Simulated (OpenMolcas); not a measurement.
W5+ (d1) in a complex was computed by SS-CASPT2, IPEA 0.25 Eh, imaginary shift 0.1 Eh with the d shell active (OpenMolcas, ANO-RCC-VDZP on the metal). Its lowest spin-free states, and all those of the highest spin:

| 2S+1 | Degeneracy | E (cm-1) |
| --- | --- | --- |
| 2 | 2 | 0 |
| 2 | 3 | 15940 |

**Question.** Is the site octahedral, tetrahedral or cube-like, axial, or of lower symmetry?

**Answer.** The states with 2S+1 = 2 have orbital degeneracies 2, 3. Threefold states need a cubic site. For d1 at this spin an octahedron puts the threefold T2 below the twofold E and a tetrahedron or cube puts the twofold E below the threefold T2, so the site is a tetrahedron or a cube, which this pattern cannot tell apart. The first gap at this spin, 15900 cm-1, is |10Dq| in ligand-field theory. The run had W5+ with 4 ligands (fluoride) in tetrahedral coordination (Td) at 1.85 Å. Ligand basis ANO-RCC-VDZP.

Roots that are degenerate in the reference are averaged as groups; the widest CASPT2 spread within a group is 78 cm-1 (the 3-fold group of multiplicity 2 near 15900 cm-1 above the lowest state of its run). Shifts and gaps below about the spread of the groups concerned are not significant. Over all roots computed the reference weight is 0.74 to 0.75; a low but even weight reflects the number of correlated electrons. An orbital doublet at a regular site is open to a Jahn-Teller distortion, which this geometry leaves out. The least metal-like active orbital is 70 % on the metal (Löwdin) and no ligand orbital is active, so the numbers are rough. Ligand-to-metal charge-transfer states are missing. With one d shell and no ligand orbital active, 10Dq can be off by a tenth or more. The distance lies 3 % over the 1.8 Å that this model takes as the normal distance (a Shannon-type radius plus a fixed donor radius); by an R⁻⁵ law this alone changes a d-shell field by about -13 %. No measured value stands beside these numbers; the geometry was imposed, not optimised, and the real ion may take another.
